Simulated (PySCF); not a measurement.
Compound: C₆H₁₁PS.
Atom-mapped SMILES: `[CH2:1]=[C:2]([CH3:3])[P@H:4](=[S:5])[CH:6]1[CH2:7][CH2:8]1` (hydrogens: H9, H10 on C1; H11, H12, H13 on C3; H14 on P4; H15 on C6; H16, H17 on C7; H18, H19 on C8)

Geometry (PBE0-D3(BJ)/def2-SVP, Å), atoms numbered from 1 in this order:
```xyz
19
C6H11PS angstrom
C      2.3090    1.2490   -0.7606
C      1.5951    0.2392   -0.2573
C      1.9867   -0.5850    0.9314
P      0.0175   -0.1765   -1.0811
S     -0.4624    0.9060   -2.6311
C     -1.2187   -0.1898    0.2460
C     -1.9073    1.1064    0.5778
C     -2.6653    0.0188   -0.1057
H      3.2642    1.5434   -0.3136
H      1.9455    1.8009   -1.6341
H      3.0081   -0.3410    1.2573
H      1.3087   -0.4094    1.7826
H      1.9499   -1.6640    0.7061
H      0.1933   -1.5697   -1.3356
H     -0.9884   -0.8750    1.0688
H     -2.1023    1.3141    1.6328
H     -1.6369    1.9752   -0.0307
H     -3.4019   -0.5550    0.4624
H     -2.8960    0.1688   -1.1651
```

Linear response at CAM-B3LYP/def2-SVPD (PySCF, frozen core in the response, non-relativistic).

Static isotropic polarisability: 114.46 au (16.96 Å³), principal values 95.6, 122.0, 125.9 au.

(1) What is the polarisability at 1064 nm and at the sodium D line?

(2) What is the isotropic C6 coefficient between two such molecules, C6 = (3/π)∫α(iω)² dω?

(3) Which effective excitation energy ω̄ makes London's formula C6 = (3/4)α²ω̄ exact here?

(4) What molar refraction at the D line follows from R = (4π/3)·N_A·α′, with α′ the polarisability volume?

(5) What three-body coefficient follows from the one-pole estimate C9 = (3/4)·α·C6?

(6) How anisotropic is the static polarisability, by Δα² = ½[(α1 − α2)² + (α2 − α3)² + (α3 − α1)²]?

Answers

(1) 115.58 au at 1064 nm (+1.0 %), 118.23 au at 589.3 nm (+3.3 %). The rise at 589.3 nm is 3.39 times that at 1064 nm; a pure ω² law gives 3.26. The lowest singlet lies at 237 nm, shorter than both wavelengths.

(2) 5004 au (Eh·bohr⁶) by a ten-point quadrature over imaginary frequencies, which is 2990 eV·Å⁶ or 289 J·nm⁶/mol.

(3) ω̄ = 4·C6/(3α²) = 0.509 Eh = 13.9 eV. A one-pole form α(ω) = α/(1 − ω²/ω̄²) fitted to the 1064 nm value gives 11.9 eV. London's choice of the ionisation energy (8.50 eV, ΔSCF at the same level) gives C6 = 3070 au, 39 % too low.

(4) α′ = 17.52 Å³ gives R = 44.19 cm³/mol, for isolated, non-vibrating species.

(5) 430000 au. This is an estimate from the two numbers above, not a computed integral.

(6) Δα = 28.6 au, or 0.25 of the isotropic value.

Hardware: INTEL XEON PLATINUM 8581C at 2.10 GHz, one thread, no GPU, on a shared host. Cost: 5.3 min, 1.2 GiB resident at most. This is the whole response run at CAM-B3LYP/def2-SVPD, SCF included.

One conformer stands for the species.
